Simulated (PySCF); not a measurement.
# Mg (magnesium, neutral) across methods

[Ne] 3p2, high-spin 3P determinant (an excited configuration). Calculation: PySCF 2.14, in aug-cc-pCVQZ (10s9p7d5f3g, 134 functions); the non-relativistic Hamiltonian (point nucleus).

```tsv
method	E (hartree)	mean ε 2p α (eV)	mean ε 2p β (eV)	mean ε 3p α (eV)	Σ⟨r²⟩ (bohr²)	⟨S²⟩
PBE0	-199.7347	-54.406	-54.229	-3.568	41.14	2.000
r2SCAN	-199.8172	-51.660	-51.526	-3.087	40.85	2.000
PBE	-199.7232	-50.168	-50.026	-3.023	40.64	2.000
LDA	-198.8991	-50.297	-50.151	-2.999	40.79	2.000
PBEsol	-199.2871	-50.100	-49.964	-2.976	40.77	2.000
MN15	-199.7700	-55.435	-55.300	-3.486	43.91	2.000
UHF	-199.38386	-66.062	-65.782	-4.834	44.26	2.000
```
